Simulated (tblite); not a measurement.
C7H9BCl2.
SMILES with atom numbers: `[CH2:1]=[CH:2]/[CH:3]=[C:4](\[CH:5]=[CH:6]/[CH3:7])[B:8]([Cl:9])[Cl:10]` (hydrogens: H11, H12 on C1; H13 on C2; H14 on C3; H15 on C5; H16 on C6; H17, H18, H19 on C7)

Computed with GFN2-xTB (tblite), gas phase: L-BFGS steps from a force-field or distance-geometry start until the largest atomic force falls under 0.01 eV/Å.

Step 0: E = -812.5310 eV
```
atom  x, y, z in Å  |  force x, y, z in eV/Å
C1     -3.5647   -0.4335   -0.1557   -1.327   0.099  -0.124
C2     -2.2799   -0.6883   -0.0047    0.032   0.230   0.103
C3     -1.3318    0.3917   -0.1984   -2.573   0.488  -0.430
C4     -0.0302    0.3121   -0.0927    2.595  -1.158   0.505
C5      0.5690   -0.9710    0.2877   -0.851   0.298  -0.215
C6      1.8648   -1.1149    0.4080    1.406  -0.609   0.328
C7      2.8599   -0.0239    0.2042    1.824  -0.556   0.318
B8      0.7883    1.6112   -0.3493   -1.382   1.975  -0.444
Cl9     0.6630    2.9123    0.9675    0.548  -1.088  -1.146
Cl10    0.6610    2.2813   -2.0825    0.565  -0.543   1.523
H11    -3.8432    0.5859   -0.4325   -0.355  -0.571   0.107
H12    -4.3393   -1.2092   -0.0128    0.518   0.800  -0.180
H13    -2.0285   -1.6944    0.2861    0.507   0.116  -0.042
H14    -1.7685    1.3704   -0.4816    0.054  -0.743   0.195
H15    -0.0368   -1.8485    0.4625   -0.211   0.304  -0.068
H16     2.2495   -2.1082    0.7013   -0.066   0.677  -0.209
H17     2.9071    0.3507   -0.8338   -0.362   0.022   0.534
H18     3.8724   -0.5104    0.3676   -0.833   0.766  -0.098
H19     2.7779    0.7958    0.9517   -0.087  -0.508  -0.656
```

Question: Estimate the geometry and energy of step 1. (The exact step hangs on the optimiser's Hessian estimate; all steps are aligned on step 0, rigid shifts and turns removed.)

Answer: E = -812.8248 eV, largest force 1.825 eV/Å
```
atom  x, y, z in Å  |  force x, y, z in eV/Å
C1     -3.5837   -0.4321   -0.1575    0.101  -0.015   0.011
C2     -2.2794   -0.6850   -0.0033   -0.991   0.235  -0.005
C3     -1.3685    0.3987   -0.2046    1.767  -0.437   0.133
C4      0.0069    0.2956   -0.0855   -1.505   0.116  -0.120
C5      0.5569   -0.9668    0.2846    1.382  -0.268   0.110
C6      1.8849   -1.1236    0.4126   -0.397   0.197  -0.020
C7      2.8860   -0.0319    0.2087    0.597  -0.327   0.090
B8      0.7685    1.6394   -0.3556   -1.323   1.222  -0.283
Cl9     0.6708    2.8968    0.9511    0.483  -0.811  -0.913
Cl10    0.6691    2.2735   -2.0607    0.489  -0.390   1.206
H11    -3.8482    0.5778   -0.4310   -0.490  -0.214   0.008
H12    -4.3319   -1.1978   -0.0154   -0.029   0.298  -0.090
H13    -2.0212   -1.6927    0.2855    0.445   0.234  -0.068
H14    -1.7677    1.3598   -0.4788   -0.286  -0.013  -0.023
H15    -0.0398   -1.8441    0.4615   -0.280   0.205  -0.055
H16     2.2486   -2.0985    0.6983    0.195   0.024  -0.013
H17     2.9019    0.3511   -0.8261   -0.271  -0.001   0.477
H18     3.8605   -0.4994    0.3662    0.144   0.326   0.045
H19     2.7767    0.7885    0.9423   -0.030  -0.381  -0.489
```

The energy changes by -0.2938 eV. The first-order estimate −F·Δx gives -0.5907 eV and the mean of the old and new forces, exact on a quadratic surface, -0.3033 eV. The step makes an angle of 0° with the force vector and moves no atom by more than 0.041 Å.

The cost below is that of the whole relaxation. Hardware: Arm Neoverse N1, one thread, shared host. Cost: 3.1 s of wall time.
